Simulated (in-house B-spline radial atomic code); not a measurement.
Configurations of Ir6+, with energies counted from [Xe] 4f14 (5d3/2)3. All numbers are computed (Dirac-Hartree-Fock, average of each configuration as written; Fermi nucleus of rms radius 5.4032 fm) with an all-electron radial atomic-structure program (B-spline basis), not measured. Energies include first-order Breit, QED and recoil terms.

Occupations are held fixed; configurations that lie above the ionisation limit could autoionise.

| configuration | E - E(ref) (eV) | highest orbital | its <r> (bohr) |
| --- | --- | --- | --- |
| [Xe] 4f14 (5d3/2)1 (5d5/2)2 | 3.8034 | 5d5/2 | 1.396 |
| [Xe] 4f14 (5d5/2)2 (8p1/2)1 | 68.78 | 8p1/2 | 6.126 |
| [Xe] 4f14 (5d3/2)2 (6g7/2)1 | 69.368 | 6g7/2 | 6.138 |
| [Xe] 4f14 (5d5/2)2 (7g7/2)1 | 78.039 | 7g7/2 | 8.907 |
| [Xe] 4f14 (5d3/2)1 (5d5/2)1 (9g9/2)1 | 81.801 | 9g9/2 | 15.69 |

Question: Order these further configurations by energy, lowest first.
A. [Xe] 4f14 (5d5/2)2 7s1
B. [Kr] 4d10 4f14 5s2 (5p1/2)2 (5p3/2)3 (5d5/2)3 (5f7/2)1
C. [Xe] (4f5/2)6 (4f7/2)7 (5d5/2)3 9s1
D. [Xe] 4f14 (5d5/2)3
E. [Kr] 4d10 4f14 5s2 (5p1/2)2 (5p3/2)3 (5d3/2)1 (5d5/2)3

Answer: D (5.2229 eV), A (52.385 eV), E (56.445 eV), B (100.65 eV), C (143.85 eV).

Question: How far above the reference does [Xe] (4f5/2)6 (4f7/2)7 (5d3/2)2 (5d5/2)1 (7f5/2)1 lie?

Answer: 138.31 eV; its least bound orbital is 7f5/2 with <r> = 6.518 bohr.
